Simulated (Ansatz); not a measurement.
`[NH2][SnH]([OH])[Cl]` + `[SiH3][SbH2]` → `[NH2][SnH2][Cl]` + `[OH][SbH][SiH3]`  (redistribution)

Gas-phase electronic energies from Ansatz, PBE0-D4/def2-TZVP geometries. CCSD(T)/CBS is the MP2 limit (def2-TZVPP, def2-QZVPP) plus CCSD(T) − MP2 in def2-TZVPP, frozen cores. Functionals use def2-TZVPP. B3LYP here is the variant with VWN-RPA as its local correlation; programs differ in this. def2 core potentials past Kr. For Sb, Sn outer-core shells are correlated without core-valence functions, which leaves a few kJ/mol of doubt a bond. One conformer a species, not always the lowest.

`[NH2][SnH]([OH])[Cl]`:

```xyz
8

N     1.355   -0.835   -0.020
Sn   -0.521   -0.176    0.156
O    -0.844    0.765   -1.519
Cl   -0.805    1.467    1.803
H     1.727   -1.287    0.805
H     2.003   -0.114   -0.313
H    -1.626   -1.424    0.471
H    -1.289    1.605   -1.383
```

`[SiH3][SbH2]`:

Z-matrix (Å, degrees):
```
Si
Sb 1 2.574
H 1 1.485 2 112.8
H 1 1.487 2 108.7 3 -121.0
H 1 1.487 2 108.6 3 121.0
H 2 1.708 1 90.9 3 -46.0
H 2 1.709 1 91.0 3 45.5
```

`[NH2][SnH2][Cl]`:

```xyz
7

N     0.633    0.085    1.162
Sn   -0.502   -0.318   -0.445
Cl   -0.003    1.152   -2.208
H     0.482    1.007    1.549
H     1.625   -0.027    1.001
H    -2.126   -0.029   -0.047
H    -0.109   -1.869   -1.011
```

`[OH][SbH][SiH3]`:

Z-matrix (Å, degrees):
```
Si
Sb 1 2.580
H 1 1.489 2 108.7
H 1 1.486 2 109.4 3 -118.5
H 1 1.485 2 110.8 3 120.6
O 2 1.984 1 92.4 3 -163.3
H 2 1.717 1 90.2 3 -68.1
H 6 0.960 2 109.5 1 -146.8
```

```
        level  ΔE (kJ/mol)
        B3LYP         35.8
HF/def2-QZVPP         40.6
```

Q: What does CCSD(T)/CBS give? (An estimate is asked.)

A: Computed: +42.6 kJ/mol. The listed levels differ from it by -6.8, -2.0 kJ/mol.

Largest T1 diagnostic among the species: 0.014.

From PBE to PBE0 (25 % exact exchange), in def2-TZVPP and without D4, ΔE moves by +3.8 kJ/mol.
